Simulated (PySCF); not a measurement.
**Working out the ionisation energy of I⁺**

I⁺ [Kr] 4d10 5s2 5p4 (3P) → I²⁺ [Kr] 4d10 5s2 5p3 (4S). All numbers are calculated (PySCF 2.14, scalar relativity through the core potential, in cc-pVTZ-PP with ECP28MDF). Frozen: 4s2 4p6 4d10. Energies in hartree (1 hartree = 27.21139 eV):

| part | I⁺ (lower) | I²⁺ (upper) |
| --- | --- | --- |
| UHF | -294.309658 | -293.660246 |
| CCSD correlation | -0.104610 | -0.077676 |
| (T) | -0.002822 | -0.002000 |

What does Hartree-Fock give?

(-293.660246) − (-294.309658) = 0.649412 hartree = 17.671 eV.

What do CCSD and CCSD(T) give?

The CCSD correlation energies differ by 0.026934 hartree = 0.733 eV and the triples by 0.000822 hartree = 0.022 eV, so CCSD gives 18.404 eV and CCSD(T) 18.426 eV.

Measured between the centres of the two terms (NIST): 18.750 eV, so CCSD(T) (valence) is off by -0.324 eV.

What remains against the reference includes basis incompleteness, the frozen core and higher excitations.
